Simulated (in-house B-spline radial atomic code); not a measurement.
Results of a calculation; reference values are marked as such.
## Ghost states of the separable form: K

K, [Ar] 4s1, non-relativistic LDA (VWN5), spherical and spin-unpolarised, from an all-electron radial atomic-structure program (B-spline basis) (atomic units; all potentials screened as in the neutral atom).

Troullier-Martins channels: 4s (ε = -0.0888, r_c = 3.215 bohr), 3p (ε = -0.6938, r_c = 1.161 bohr). In the Kleinman-Bylander form one channel serves as the local potential, and each other channel l becomes |δV u><u δV|/<u|δV|u>, with δV = V_l − V_local and u the pseudo-orbital. Its strength is E_KB = <u|δV²|u>/<u|δV|u>. By the analysis of Gonze, Stumpf and Scheffler a spurious state lies below the reference level ε if E_KB > 0 and ε is above the second level of the local potential alone, or if E_KB < 0 and ε is above its first. The table's levels are those of angular momentum l in a sphere of 9 bohr, whose wall can lift a shallow ε a little above its free-atom value.

```tsv
local	channel	<u δV u>	<u δV² u>	ε	first local level	second local level
s	p	-2.3956	7.6498	-0.6938	-0.0125	0.2432
p	s	0.066364	0.10035	-0.0792	-2.0226	-0.1552
```

Question: Apply the rule to each row.

Answer: Local s, channel p: E_KB = -3.19, so ε = -0.6938 is set against -0.0125: no ghost. Local p, channel s: E_KB = +1.51, so ε = -0.0792 is set against -0.1552: a ghost.

Diagonalising the separable Hamiltonian gives:

| local | channel | three lowest levels | all-electron, two lowest valence levels |
| --- | --- | --- | --- |
| s | p | -0.6938, 0.0138, 0.3070 | -0.6938, -0.0005 |
| p | s | -0.9607, -0.0792, 0.1696 | -0.0792, 0.1709 |

Question: Which choices of local channel are safe?

Answer: Free of ghosts: s. With p local the s channel has a ghost 0.88 hartree below ε, since the local potential binds more than one state below ε, and a repulsive term of rank one raises each level at most to the next, so it clears only one of them. Among the safe choices the second level, which tests transfer, is off by at most 14.3 millihartree (s local).
